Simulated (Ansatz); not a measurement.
Cartesian coordinates in Å:
```
I -1.598 -2.123 -0.958
B -0.408 -0.551 -0.286
N 0.547 0.401 -0.917
C 0.590 0.770 0.302
O -0.277 -0.050 1.039
H 1.146 1.553 0.819
```

Total charge 0; spin multiplicity 1. I: def2 effective core potential. The bonds changed during the relaxation, so this is another structure than the one it started from.

Task: List the r2SCAN/def2-TZVPP orbital energies in eV (Ansatz). (An estimate is asked.)

Result: Computed: Occupied: -517.01, -385.32, -276.89, -185.14, -183.56, -131.21, -131.05, -130.98, -51.02, -50.95, -50.90, -50.76, -50.76, -29.49, -23.80, -18.98, -16.66, -13.22, -12.00, -11.99, -11.65, -9.09, -7.72, -7.55, -7.54, -7.24. Lowest empty: -3.00, -0.36, 0.04, 1.19, 1.72, 2.07, 2.77, 3.63.
